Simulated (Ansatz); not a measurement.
CH7NO3Ti, SMILES `C[NH][Ti]([OH])([OH])[OH]`, relaxed with RKS PBE0-D4/def2-TZVP in the Gaussian-basis code of Ansatz from a PBE-D4/def2-SVP geometry. The force threshold is 0.005 eV/Å; the program also tests the step.

Charge 0, multiplicity 1.

Start:

```xyz
13

C     0.727   -1.320   -1.334
N     0.709   -0.743   -0.006
Ti   -0.489    0.539    0.688
O     0.218    2.201    0.524
O    -0.735    0.163    2.447
O    -2.010    0.449   -0.304
H     1.677   -1.119   -1.885
H    -0.100   -0.891   -1.935
H     0.580   -2.426   -1.326
H     1.354   -1.213    0.642
H     1.088    2.427    0.154
H    -0.632    0.778    3.193
H    -2.386    1.153   -0.860
```

Question: By how much does the energy fall, and how many steps does the optimiser take? (Best estimate.)

Answer: The calculation gave: 1.15 kcal/mol, in 9 steps.

Question: Which bonds change most? (An estimate is asked.)

Answer: Ansatz gave: C1–H9 from 1.116 to 1.096 Å; C1–H7 from 1.116 to 1.097 Å; C1–H8 from 1.109 to 1.092 Å; N2–H10 from 1.028 to 1.012 Å.

Question: Give the relaxed structure. (Best estimate.)

Answer: Ansatz gave: 
```xyz
13

C     0.766   -1.308   -1.338
N     0.661   -0.792    0.007
Ti   -0.490    0.530    0.663
O     0.238    2.174    0.453
O    -0.706    0.208    2.429
O    -2.013    0.453   -0.314
H     1.762   -1.142   -1.769
H     0.040   -0.809   -1.983
H     0.555   -2.383   -1.383
H     1.243   -1.293    0.667
H     1.083    2.436    0.088
H    -0.597    0.779    3.189
H    -2.542    1.146   -0.709
```
